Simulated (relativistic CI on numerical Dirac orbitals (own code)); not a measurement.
# Ti³⁺ in a cubic cluster: 3p photoemission with charge transfer

Computed with a charge-transfer multiplet model of a cubic metal-ligand cluster with up to 2 ligand holes, Slater and spin-orbit integrals from Dirac-Coulomb-Breit ions, Slater integrals scaled by 0.7. The ground state mixes d1 with configurations of k ligand holes L, whose averages lie at kΔ + k(k − 1)U_dd/2; a core hole lowers each added d electron by U_cd. 20 K, Lorentzian 0.9 eV and Gaussian 0.8 eV FWHM.

Atomic integrals in eV (Slater integrals scaled, ζ unscaled), ground: F2dd 5.756, F4dd 3.579, zeta_d 0.017; with the core hole: F2dd 5.756, F4dd 3.579, zeta_d 0.021, zeta_core 0.458, F2cd 7.758, G1cd 9.606, G3cd 5.905. Where a configuration has fewer than two d electrons, the dd integrals are those of d2.

Cluster parameters (eV): Δ = 4.4, U_cd = 5.9, 10Dq = 0.25, 10Dq(ligand) = 0.1, V(eg) = 2.2, V(t2g) = -1.19, final-state hopping factor = 1.

| Case | n_d | d1 | d2L | d3L2 | S |
| --- | --- | --- | --- | --- | --- |
| U_dd = 5.1 eV | 1.50 | 0.56 | 0.39 | 0.05 | 0.50 |
| U_dd = 6.5 eV | 1.48 | 0.57 | 0.39 | 0.05 | 0.50 |
| U_dd = 7.2 eV | 1.47 | 0.57 | 0.38 | 0.04 | 0.50 |

Weights, n_d and S are thermal averages at 20 K. Binding energies count from the first peak over 30 % of the highest in each spectrum, which can be another peak from case to case. The parameters are a model scan and need not match a compound or its usual spin state. Peaks in eV (height, largest 100):
- U_dd = 5.1 eV: 0.0 (100), 1.7 (85), 11.0 (30), 14.7 (5)
- U_dd = 6.5 eV: 0.0 (100), 1.7 (86), 10.7 (28)
- U_dd = 7.2 eV: 0.0 (100), 1.7 (86), 7.7 (11), 10.8 (28)

For the case U_dd = 5.1 eV, Δ = 4.4 eV is smaller than U_dd = 5.1 eV, the charge-transfer side of the Zaanen-Sawatzky-Allen scheme. With the core hole the average of the configuration with one ligand hole lies at Δ − U_cd = -1.5 eV before mixing: the effective hopping of about 5.0 eV (from the holes of the mixed ground state) is comparable with this gap or larger, so the configurations mix strongly.
